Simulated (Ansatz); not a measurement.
A run for Ansatz (an electronic-structure program): R-B2PLYP/def2-TZVPPD on C2H5NO (a complex). Files ending in .json are basis or fitting sets from the Basis Set Exchange.

Ansatz 0.2 input:
```yaml
crystal:
  periodic: [false, false, false]
  atoms:
    - {symbol: C, position_ang: [0.07010140, 0.08514312, -0.29363521]}
    - {symbol: O, position_ang: [-0.82491142, -0.33684418, 0.73504302]}
    - {symbol: H, position_ang: [0.71436758, -0.73207132, -0.62933341]}
    - {symbol: H, position_ang: [0.69364046, 0.86771405, 0.13481247]}
    - {symbol: H, position_ang: [-0.47011255, 0.49826948, -1.14963247]}
    - {symbol: H, position_ang: [-1.39137244, -1.03840352, 0.39949525]}
    - {symbol: C, position_ang: [-0.14639262, 0.29571327, 3.63620082]}
    - {symbol: N, position_ang: [0.16735983, 0.56688222, 4.70576770]}
    - {symbol: H, position_ang: [-0.43601679, 0.04031337, 2.62884952]}
basis:
  gaussian:
    orbitals: def2-TZVPPD.json
hamiltonian:
  xc: {name: B2PLYP}
magnetization: {spin_polarized: false}
correlation: {electrons: outside_noble_gas}
scf: {lower_state_search: off}
```

Q: Predict the final total energy.

A: -209.0876 hartree.

Q: How many basis functions does it have, and what does it roughly cost on one machine?

A: 236 functions; very roughly 5 core-seconds.
